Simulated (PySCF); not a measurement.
# Telling isomers of C₅H₁₀NPSi apart by NMR

[PySCF 2.14: NMR shieldings at PBE0/pcSseg-1/GIAO; GFN2-xTB structure; one computed conformer; no solvent model; fast rotation and ring inversion assumed for equivalent nuclei; non-relativistic]

Shifts are taken against calculated references (same method and geometry level): 1H (σref 31.72), 13C (σref 186.93) against TMS. Splittings of carbon signals by F and P are missing where no couplings were computed. Where no couplings were computed, multiplicities follow the n + 1 count of equivalent neighbours, and m marks all less simple cases (inequivalent or close neighbours, rings, F or P nearby). Shifts are as computed. Against solution values, carbons near 30 ppm lie about +3 ppm off and those near 130 ppm about +5 ppm. Of 1309 compounds with measured shifts, 239 miss one by over three times the rms of a fit or turn the order of signals round; such compounds aren't used in these exercises.

(1) Tabulate the signals of `C=C[C@@H](C#N)[Si@@H](C)P`, `C=CC(=C)/C=N/[SiH2]P`, `C=CC(=C)[Si@H](P)N=C` and their relative energies.

(2) What is the quickest way to tell C=C[C@@H](C#N)[Si@@H](C)P from C=CC(=C)/C=N/[SiH2]P?

(3) What is the quickest way to tell C=CC(=C)/C=N/[SiH2]P from C=CC(=C)[Si@H](P)N=C?

(4) What is the quickest way to tell C=C[C@@H](C#N)[Si@@H](C)P from C=CC(=C)[Si@H](P)N=C?

## Answers

(1) 
```tsv
SMILES	carbon types	δC	δH	E rel. (kcal/mol)
C=C[C@@H](C#N)[Si@@H](C)P	1×C 2×CH 1×CH2 1×CH3	138.1, 127.1, 124.0, 23.8, -6.1	5.84 (m, 1H), 5.68 (m, 1H), 5.16 (m, 1H), 5.10 (m, 1H), 2.53 (m, 1H), 0.87 (m, 2H), 0.41 (m, 3H)	0.0
C=CC(=C)/C=N/[SiH2]P	1×C 2×CH 2×CH2	176.3, 152.3, 138.4, 136.7, 132.5	8.94 (m, 1H), 6.59 (m, 1H), 6.50 (m, 1H), 6.12 (br s, 1H), 5.87 (m, 1H), 5.75 (br s, 1H), 5.68 (m, 2H), 1.23 (m, 2H)	17.4
C=CC(=C)[Si@H](P)N=C	1×C 1×CH 3×CH2	173.7, 152.4, 149.4, 140.1, 124.4	8.79 (m, 1H), 8.73 (m, 1H), 6.77 (m, 1H), 6.26 (m, 1H), 5.87 (m, 1H), 5.64 (m, 1H), 5.48 (m, 1H), 5.36 (m, 1H), 1.46 (m, 2H)	18.0
```

Energies are electronic energies at PBE0/pcSseg-1 on these geometries, without zero-point or thermal terms, each for the one conformer computed, which needn't be the lowest.

(2) Both give the same number of carbon signals, but DEPT or the intensities differ. The first has an allylic sp3 CH bonded to Si at 23.8 ppm, the second a C=N carbon (CH) at 176.3 ppm. Their most deshielded carbons lie at 138.1 and 176.3 ppm. In the proton spectra the most deshielded non-exchanging signals are 5.84 (m, 1H) and 8.94 (m, 1H).

(3) Both give the same number of carbon signals, but DEPT or the intensities differ. The first has a C=N carbon (CH) at 176.3 ppm, the second a C=N carbon (CH2) at 173.7 ppm.

(4) Both give the same number of carbon signals, but DEPT or the intensities differ. The first has an allylic sp3 CH bonded to Si at 23.8 ppm, the second a C=N carbon (CH2) at 173.7 ppm. Their most deshielded carbons lie at 138.1 and 173.7 ppm. In the proton spectra the most deshielded non-exchanging signals are 5.84 (m, 1H) and 8.79 (m, 1H).
